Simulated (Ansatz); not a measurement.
C3H10OSi (SMILES C[Si](C)(C)O), singlet, at a GFN2-xTB geometry; HF/3-21G in Ansatz (an electronic-structure program).

Ansatz was given this input:
Ansatz 0.2 input:
```yaml
crystal:
  periodic: [false, false, false]
  atoms:
    - {symbol: C, position_ang: [-0.06998070, 1.17580699, -1.48327614]}
    - {symbol: Si, position_ang: [-0.02198252, 0.01459389, 0.02921511]}
    - {symbol: C, position_ang: [-0.82070664, -1.66327471, -0.35613988]}
    - {symbol: C, position_ang: [1.78838348, -0.18625162, 0.59541778]}
    - {symbol: O, position_ang: [-0.94934960, 0.60545492, 1.24544665]}
    - {symbol: H, position_ang: [0.45701902, 0.75088546, -2.33099535]}
    - {symbol: H, position_ang: [0.38922241, 2.13668663, -1.26620147]}
    - {symbol: H, position_ang: [-1.09206551, 1.36669344, -1.79712218]}
    - {symbol: H, position_ang: [-0.80770921, -2.31025554, 0.51483519]}
    - {symbol: H, position_ang: [-0.29908420, -2.17546297, -1.15808331]}
    - {symbol: H, position_ang: [-1.85594160, -1.54197020, -0.65767680]}
    - {symbol: H, position_ang: [2.39412918, -0.66888878, -0.16421924]}
    - {symbol: H, position_ang: [2.24919838, 0.77344668, 0.81429533]}
    - {symbol: H, position_ang: [1.85155435, -0.79078615, 1.49549654]}
    - {symbol: H, position_ang: [-0.76994763, 1.45401361, 1.64107608]}
basis:
  gaussian:
    orbitals: 3-21G.json
hamiltonian:
  xc: hf
```
The basis file holds 3-21G in the JSON format of the Basis Set Exchange.

**Question.** What does Ansatz print? Leave out banner, timings and long lists.

**Answer.** 
```
Functional definition: HF
815 factors; integrals over basis functions are off by at most 1.1e-3 eV
mean field evaluation 1: about -13077.4814 eV, gradient 3.9e1 eV
mean field evaluation 2: about -13077.7849 eV, gradient 3.9e1 eV
mean field evaluation 4: about -13080.9052 eV, gradient 3.0e0 eV
mean field evaluation 8: about -13080.9343 eV, gradient 1.1e-1 eV
mean field -13080.93436507 eV, -480.7154713407 hartree, gradient 2.1e-5 eV, S^2 0.000000; 0 other end points of the search recorded, 0 dependent functions left out
reference -13080.93436507 eV, -480.7154713407 hartree; 25, 25 occupied and 44, 44 virtual orbitals, 815 factors
Total energy: -13080.93436507 eV, -480.7154713407 hartree
```
